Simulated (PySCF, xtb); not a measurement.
In(PH2)3 (H6InP3), SMILES [PH2][In]([PH2])[PH2].

GFN2-xTB in xtb at its own geometry gives an orbital gap of 2.31 eV and a dipole moment of 0.93 D.

Geometry: B3LYP-D3(BJ)/def2-SVP. The def2 effective core potentials stand for the cores of In; spin–orbit coupling is left out. The values are those of a single conformer.

### Question
What does PBE/def2-TZVP (PySCF) give? (The exact figures need the calculation; the answer reports its results.)

### Answer
gap 3.58 eV (levels -5.92 and -2.34 eV), dipole 0.54 D.
